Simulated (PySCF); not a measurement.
A PySCF script (with the pyscf-properties extension) for the NMR shieldings of SMILES C1(SC#N)=CC=CS1, C5H3NS2, on a PBE0-D3(BJ)/def2-SVP geometry:

```python
import basis_set_exchange as bse
import numpy as np
from pyscf import gto, dft
from pyscf.prop import nmr

atoms = """
N     3.640731    0.306721    0.249665
C     2.825126   -0.434963    0.618028
S     1.686630   -1.535438    1.194004
C     0.204162   -0.742508    0.642590
C     0.022451    0.493515    0.076358
C    -1.349524    0.744237   -0.206958
C    -2.168391   -0.291826    0.148905
S    -1.283880   -1.600560    0.828304
H     0.838962    1.186994   -0.127396
H    -1.713672    1.667559   -0.658852
H    -3.250501   -0.367206    0.052616
"""
names = dict.fromkeys(["N", "C", "S", "H"], "pcSseg-1")
basis = {el: gto.basis.parse(bse.get_basis(n, elements=[el], fmt="nwchem")) for el, n in names.items()}
mol = gto.M(atom=atoms, basis=basis, charge=0, verbose=0)
mf = dft.RKS(mol, xc="PBE0")
mf.grids.level = 2
mf.grids.alignment = dft.numint.BLKSIZE   # the property module wants whole blocks of grid points
mf.conv_tol = 1e-9
mf.kernel()

calc = nmr.RKS(mf)   # GIAO
C = mf.mo_coeff
Co = C[:, mf.mo_occ > 0]
resp = mf.gen_response(singlet=True, hermi=2)
def vind(x):   # induced exchange potential for any number of trial vectors
    d = np.einsum("pi,xij,qj->xpq", C, 2 * x.reshape(-1, C.shape[1], Co.shape[1]), Co, optimize=True)
    return np.einsum("xpq,pi,qj->xij", resp(d - d.transpose(0, 2, 1)), C, Co, optimize=True).ravel()
mo1, _ = nmr.rhf.solve_mo1(calc, with_cphf=vind)
sigma = calc.kernel(mo1)
for i, s in enumerate(sigma):   # ppm
    w = np.linalg.eigvalsh((s + s.T) / 2)
    print("%2d %-2s iso %8.1f  s11 %8.1f  s22 %8.1f  s33 %8.1f" % (i, mol.atom_pure_symbol(i), w.mean(), *w))
```

**Question.** Give the expected output.

**Answer.** 
```
 0 N  iso    -92.2  s11   -297.1  s22   -211.5  s33    231.9
 1 C  iso     71.8  s11    -43.6  s22    -33.9  s33    292.9
 2 S  iso    470.6  s11    267.8  s22    434.3  s33    709.8
 3 C  iso     50.5  s11    -30.5  s22     68.5  s33    113.4
 4 C  iso     53.1  s11    -24.4  s22     40.0  s33    143.8
 5 C  iso     51.8  s11    -30.3  s22     35.8  s33    149.9
 6 C  iso     49.6  s11    -39.2  s22     52.3  s33    135.6
 7 S  iso    265.7  s11     97.6  s22    312.5  s33    387.0
 8 H  iso     23.9  s11     19.8  s22     24.2  s33     27.8
 9 H  iso     24.1  s11     20.9  s22     24.4  s33     27.0
10 H  iso     24.0  s11     21.0  s22     24.0  s33     27.1
```

These numbers come from an equivalent density-fitted implementation of the same equations, which agrees with the script to about 0.01 ppm for H and up to a few tenths of a ppm for heavy atoms, so last digits may differ.

**Question.** Turn these shieldings into chemical shifts. Scale: 15N (σref 265.67) against NH3; 13C (σref 184.41), 1H (σref 31.27) against TMS; 33S (σref 495.66) vs CS2 (reference shieldings calculated alike).

**Answer.** Averaging equivalent atoms: N 0: 357.9; C 6: 134.8; C 3: 133.9; C 5: 132.6; C 4: 131.3; C 1: 112.6; S 7: 230; S 2: 25; H 8: 7.35; H 10: 7.24; H 9: 7.17 ppm. Experimental scales use liquid or dissolved standards, which lie at an offset from isolated NH3 (liquid NH3: subtract about 20 ppm). Unscaled 15N shifts of sp2 nitrogen come out 20 to 40 ppm too high even then.

Size and cost of the density-fitted run: 165 basis functions, 14 s wall time on 1 thread of an x86-64 server CPU, shared host.
